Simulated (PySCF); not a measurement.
**Electronic structure of Se²⁺ (selenium, charge +2) at the UHF level**

Configuration: [Ar] 3d10 4s1 4p3, high-spin 5S determinant (an excited configuration). Calculation: PySCF 2.14, in x2c-TZVPPall (6s5p4d1f, 48 functions); the spin-free X2C one-electron Hamiltonian (Gaussian nucleus).

- Total energy: -2426.753618 hartree
- One-electron energy: -3350.1046 hartree
- Hartree (Coulomb) energy: 1009.8654 hartree
- Exchange energy: -86.5144 hartree
- ⟨S²⟩: 6.0015
- ⟨L²⟩: 0.000
- Sum of ⟨r⟩: 19.97 bohr
- Sum of ⟨r²⟩: 24.67 bohr²
- Langevin diamagnetic susceptibility: -19.5 ×10⁻⁶ cm³/mol

```json
{"shell": "1s α", "electrons": "1", "mean orbital energy (hartree)": "-468.97773", "rms radius, mean of both spins (bohr)": "0.0508"}
{"shell": "1s β", "electrons": "1", "mean orbital energy (hartree)": "-468.95354", "rms radius, mean of both spins (bohr)": "0.0508"}
{"shell": "2s α", "electrons": "1", "mean orbital energy (hartree)": "-63.22079", "rms radius, mean of both spins (bohr)": "0.212"}
{"shell": "2s β", "electrons": "1", "mean orbital energy (hartree)": "-63.20180", "rms radius, mean of both spins (bohr)": "0.212"}
{"shell": "2p α", "electrons": "3", "mean orbital energy (hartree)": "-55.53695", "rms radius, mean of both spins (bohr)": "0.189"}
{"shell": "2p β", "electrons": "3", "mean orbital energy (hartree)": "-55.51745", "rms radius, mean of both spins (bohr)": "0.189"}
{"shell": "3s α", "electrons": "1", "mean orbital energy (hartree)": "-10.10907", "rms radius, mean of both spins (bohr)": "0.613"}
{"shell": "3s β", "electrons": "1", "mean orbital energy (hartree)": "-10.05174", "rms radius, mean of both spins (bohr)": "0.613"}
{"shell": "3p α", "electrons": "3", "mean orbital energy (hartree)": "-7.61964", "rms radius, mean of both spins (bohr)": "0.635"}
{"shell": "3p β", "electrons": "3", "mean orbital energy (hartree)": "-7.57147", "rms radius, mean of both spins (bohr)": "0.635"}
{"shell": "3d α", "electrons": "5", "mean orbital energy (hartree)": "-3.48004", "rms radius, mean of both spins (bohr)": "0.693"}
{"shell": "3d β", "electrons": "5", "mean orbital energy (hartree)": "-3.45368", "rms radius, mean of both spins (bohr)": "0.693"}
{"shell": "4s α", "electrons": "1", "mean orbital energy (hartree)": "-1.81867", "rms radius, mean of both spins (bohr)": "1.82"}
{"shell": "4p α", "electrons": "3", "mean orbital energy (hartree)": "-1.22139", "rms radius, mean of both spins (bohr)": "2.09"}
```

Densities and radii are taken from the X2C orbitals without a picture-change correction, which distorts them close to the nucleus.

Spin-orbit constants ζ (cm⁻¹) from the X2C one-electron operator on these orbitals: bare nucleus, nucleus screened by l(l+1)(2l+1)/3 electrons, and screened by the Breit-Pauli mean field of the electrons.

```tsv
shell	bare	screened nucleus	mean field
2p	230900	217300	211100
3p	32530	30620	29570
3d	3876	2736	2544
4p	2801	2637	2533
```
